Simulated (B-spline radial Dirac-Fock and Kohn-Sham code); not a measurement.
# Relativistic shifts of the levels of Ta³⁶⁺

System: tantalum as Ta³⁶⁺ in the configuration [Kr] 4d1.

Both columns are ΔSCF binding energies of the configuration average from a B-spline atomic structure program: non-relativistic Hartree-Fock with a point nucleus, and Dirac-Fock with a finite nucleus and the Coulomb interaction alone, averaged over the two j levels with weights 2j+1.

```csv
shell,Hartree-Fock (eV),Dirac-Fock (eV),shift (eV),shift (%)
1s,63980.2,69313.4,+5333.15,+8.34
2s,11885.0,13299.6,+1414.57,+11.90
2p,11430.4,11901.2,+470.79,+4.12
3s,3883.0,4242.4,+359.38,+9.26
3p,3676.4,3812.6,+136.12,+3.70
3d,3298.0,3284.0,-14.00,-0.42
4s,1777.5,1894.2,+116.63,+6.56
4p,1679.9,1726.3,+46.44,+2.76
4d,1531.2,1531.6,+0.41,+0.03
```

Relativity binds 1s, 2s, 2p, 3s, 3p, 4s, 4p, 4d more strongly, among those listed most of all 2s in relative terms, and 3d more weakly, because the contracted s and p shells screen the nucleus better.

Values without a named source are computed, but for edge energies of neutral atoms, which are taken from tables.
